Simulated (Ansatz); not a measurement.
`CO[CH2][GaH][ZnH]` + `OC(F)F` → `FC(F)[O][ZnH]` + `CO[CH2][GaH2]`  (cleavage of the Zn–Ga bond)

Isolated molecules relaxed with PBE0-D4/def2-TZVP in Ansatz; ΔE leaves out vibrations. CCSD(T)/CBS adds triple-zeta CCSD(T) − MP2 to the extrapolated MP2 energy (def2 sets, frozen cores). Functionals use def2-TZVPP. HSE06 is defined as in plane-wave codes. For Ga, Zn outer-core shells are correlated without core-valence functions, which leaves a few kJ/mol of doubt a bond. Scalar relativity is left out up to krypton. One conformer a species, not always the lowest.

Question: Is it downhill or uphill in electronic energy at CCSD(T)/CBS, and by how much? (Best estimate.)

Answer: Computed: Downhill: ΔE = -31.0 kJ/mol.

Question: What do these levels give: BLYP-D4, BHLYP-D4, PBE, HSE06, CCSD(T)/def2-SVP, HF/CBS(def2)? (Best estimate.)

Answer: Computed: BLYP-D4 -25.8, BHLYP-D4 -30.9, PBE -17.0, HSE06 -19.7, CCSD(T)/def2-SVP -43.1, HF/CBS(def2) -50.4 kJ/mol.

Largest T1 diagnostic among the species: 0.015.

From BLYP to BHLYP (50 % exact exchange), in def2-TZVPP and without D4, ΔE moves by −6.7 kJ/mol. At CCSD(T), def2-SVP lies −12.0 kJ/mol from the extrapolated value and def2-TZVPP −4.7 kJ/mol. In def2-TZVPP, CCSD(T) changes the Hartree–Fock value by +9.7 kJ/mol (the triples alone add +1.4 kJ/mol) and MP2 by +5.4 kJ/mol.
